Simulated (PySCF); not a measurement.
**Polarisability and C₆ of S⁺ (sulfur, charge +1)**

[Ne] 3s2 3p3, high-spin 4S determinant. Calculation: PySCF 2.14, in dyall-acv3z (19s12p6d4f, 113 functions); scalar relativity by spin-free X2C-1e. Coupled (time-dependent) response in atomic units; α is the mean over directions.

| method | mean α (bohr³) | C₆ (like pair) | S(−4) |
| --- | --- | --- | --- |
| UHF | 10.87 | 53.41 | 33.97 |
| PBE | 11.00 | 54.26 | 33.91 |
| PBE0 | 10.86 | 53.40 | 32.85 |
| BLYP | 11.02 | 54.32 | 34.12 |
| BHandHLYP | 10.77 | 52.73 | 32.09 |

S(−4) is the Cauchy moment in α(ω) = α(0) + S(−4) ω² + …

α(iu) at UHF:

| u (hartree) | α(iu) (bohr³) |
| --- | --- |
| 0 | 10.87 |
| 0.0500 | 10.79 |
| 0.100 | 10.55 |
| 0.200 | 9.698 |
| 0.300 | 8.585 |
| 0.500 | 6.351 |
| 0.750 | 4.276 |
| 1.00 | 2.972 |
| 1.50 | 1.632 |
| 2.00 | 1.029 |
| 3.00 | 0.5303 |
| 5.00 | 0.2352 |

For an ion, C₆ is the dispersion term alone; charge-induced terms of lower order in 1/R come first.
